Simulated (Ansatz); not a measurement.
Basis sets compared for BCl2(NH2) (BNCl₂H₂). Charge 0, multiplicity 1. Geometry PBE-D4/def2-TZVP. Ansatz on 4 threads of Arm Neoverse V2 on a shared host; times are rough, and most runs start from earlier orbitals.

Cartesian coordinates in Å:
```
B 0.3586 0.4392 0.1252
Cl 2.1059 0.2540 -0.0968
Cl -0.2880 1.9732 0.7295
N -0.5021 -0.6153 -0.1745
H -1.5070 -0.5447 -0.0605
H -0.1675 -1.5066 -0.5229
```

Binding counts from free atoms (B doublet, Cl doublet, N quartet, H doublet) in the same basis, without a counterpoise term.

| level | functions | energy (Eh) | HOMO (eV) | LUMO (eV) | binding per atom (eV) | wall time |
| --- | --- | --- | --- | --- | --- | --- |
| HF/STO-3G | 30 | -988.5754 | -10.50 | 7.24 | 3.13 | 0.1 s |
| PBE-D4/def2-SVP | 74 | -1000.5163 | -6.86 | -0.37 | 3.98 | 0.4 s |
| PBE0-D4/def2-SVP | 74 | -1000.6036 | -8.35 | 0.58 | 3.89 | 0.5 s |

(1) Estimate the rows for HF/def2-TZVP, PBE-D4/def2-TZVP, PBE0-D4/def2-TZVP (with forces).

## Answers

(1) 
```json
{"level": "HF/def2-TZVP", "functions": "148", "energy (Eh)": "-999.4950", "HOMO (eV)": "-11.94", "LUMO (eV)": "3.20", "binding per atom (eV)": "2.75", "wall time": "0.5 s"}
{"level": "PBE-D4/def2-TZVP", "functions": "148", "energy (Eh)": "-1000.9253", "HOMO (eV)": "-7.15", "LUMO (eV)": "-0.88", "binding per atom (eV)": "3.93", "wall time": "0.7 s"}
{"level": "PBE0-D4/def2-TZVP (with forces)", "functions": "148", "energy (Eh)": "-1001.0072", "HOMO (eV)": "-8.56", "LUMO (eV)": "0.11", "binding per atom (eV)": "3.85", "wall time": "1.1 s"}
```
